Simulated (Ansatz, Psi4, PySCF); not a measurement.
sodium atom (Na), doublet. Base run: BLYP/6-311G** run with PySCF.

The PySCF input:
```python
from pyscf import gto, scf, dft

mol = gto.M(
    atom='''
Na    0.00000000    0.00000000    0.00000000
''',
    basis='6-311g**',
    spin=1,
    verbose=4,
)

mf = dft.UKS(mol)
mf.xc = 'blyp'
mf.kernel()
```

The same geometry, method and basis name were run in Ansatz (a program for electronic structure) and Psi4 and PySCF, at each program's defaults and at the settings that a row names. The base is PySCF at its defaults. Differences at the defaults can come from grids, fitting, cores and function types together.

| code and settings | ΔE vs base (mEh) | basis functions | E (Eh) | SCF cycles |
|---|---|---|---|---|
| PySCF, defaults (exact integrals, its default grid, spherical functions) | 0.000 | 26 | -162.27471 | 6 |
| Psi4, defaults (density fitting with its default set, its default grid, spherical functions) | -0.017 | 26 | -162.27473 | 9 |
| Ansatz, defaults (factorised integrals, its default grid, Cartesian functions) | -0.303 | 27 | -162.27501 | - |
| PySCF, density fitting with def2-universal-jkfit | -0.016 | 26 | -162.27472 | 6 |
| PySCF, fine grid | 0.000 | 26 | -162.27471 | 6 |
| Psi4, exact integrals, spherical functions, fine grid | 0.000 | 26 | -162.27471 | 10 |
| Ansatz, high accuracy, Cartesian functions as the basis file defines them | -0.303 | 27 | -162.27501 | - |

Open shells are given as the SCF converged; they aren't shown to be the lowest states, and a large step between rows can be another state.
